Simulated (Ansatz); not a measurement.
`CCBO`, relaxed with RKS PBE0-D4/def2-TZVP in the Gaussian-basis code of Ansatz from a PBE-D4/def2-SVP geometry. The force threshold is 0.005 eV/Å; the program also tests the step.

Charge 0, multiplicity 1.

Start:

```xyz
11

C     1.349    0.524   -0.111
C     0.064   -0.013    0.543
B    -0.954   -0.680   -0.466
O    -2.301   -0.475   -0.441
H     1.134    1.364   -0.804
H     2.077    0.894    0.638
H     1.854   -0.264   -0.707
H    -0.420    0.776    1.164
H     0.337   -0.825    1.260
H    -0.577   -1.459   -1.330
H    -2.564    0.159    0.254
```

```csv
step,energy (eV),largest force (eV/Å),largest move (Å)
1,-4909.0051,0.628,0.000
2,-4909.0417,0.192,0.022
3,-4909.0451,0.043,0.014
4,-4909.0451,0.069,0.006
5,-4909.0451,0.038,0.011
6,-4909.0454,0.035,0.029
7,-4909.0455,0.013,0.011
8,-4909.0455,0.004,0.006
9,-4909.0455,0.004,0.013
10,-4909.0456,0.004,0.006
```

End:

```xyz
11

C     1.351    0.507   -0.110
C     0.059    0.001    0.531
B    -0.946   -0.657   -0.479
O    -2.289   -0.493   -0.412
H     1.154    1.322   -0.811
H     2.056    0.880    0.636
H     1.847   -0.289   -0.670
H    -0.416    0.798    1.117
H     0.310   -0.786    1.259
H    -0.565   -1.375   -1.364
H    -2.563    0.091    0.302
```

It took 51 s on 2 threads of a server CPU on a shared host, with 0.34 GiB of host memory at the peak.
